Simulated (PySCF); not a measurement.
**A computed series MH3(NH3)**

Computed with PySCF 2.14.0, PBE0, def2-SVP on the ligands, density fitting, scalar-relativistic core potentials, no spin-orbit coupling, vacuum. Each member is relaxed from one template within its symmetry. Distances are means of the shortest metal–ligand contacts, charges and spins Mulliken's; removal energies are rigid, with the ligand's formal charge and no counterpoise, so too large; for an anion taken off a cation in vacuum most of it is the attraction of opposite charges, and multiply charged cations can part far more cheaply with an electron moved from ligand to metal. lcecp potentials hold a fixed number of 4f electrons in the core, out of states, spins and gaps.

```csv
metal,basis on the metal,point group,M–H (Å),M–NH3 (Å),charge on M (e),dipole (D),removal of one H (eV),"strongest infrared band, degenerate modes summed (cm⁻¹)",unstable modes (below −25 cm⁻¹)
La,def2-SVP with ECP46,C3v,2.153,2.708,0.77,7.60,8.51,1306,0
Nd,lcecp-1-SVP with ECP49,C3v,2.087,2.589,0.55,6.03,8.71,1343,"0 (lowest -11 cm⁻¹, within noise)"
Dy,lcecp-1-SVP with ECP55,C3v,2.035,2.484,0.54,5.48,8.99,1384,0
Tm,lcecp-1-SVP with ECP58,C3v,2.003,2.440,0.49,5.44,9.10,1411,0
Lu,def2-SVP with ECP28,C3v,1.962,2.373,0.52,5.66,9.24,1439,0
```

Q: A further member has point group C3v, M–H (Å) 2.067, M–NH3 (Å) 2.538, charge on M (e) 0.60, dipole (D) 5.64, removal of one H (eV) 8.85, strongest infrared band, degenerate modes summed (cm⁻¹) 1359, unstable modes (below −25 cm⁻¹) 0. Which metal is it?

A: Eu, lcecp-1-SVP with ECP52. Other answers can fit too; this one was computed.

From Nd to Tm the M–H distance shrinks by 0.08 Å, the lanthanide contraction, and the energy to remove one H rises by 0.39 eV.

Members with unstable modes aren't minima as they stand: saddle points kept by symmetry or, where the modes are soft, flat surfaces and noise. One start shape was tried for each, so a minimum needn't be the lowest isomer.
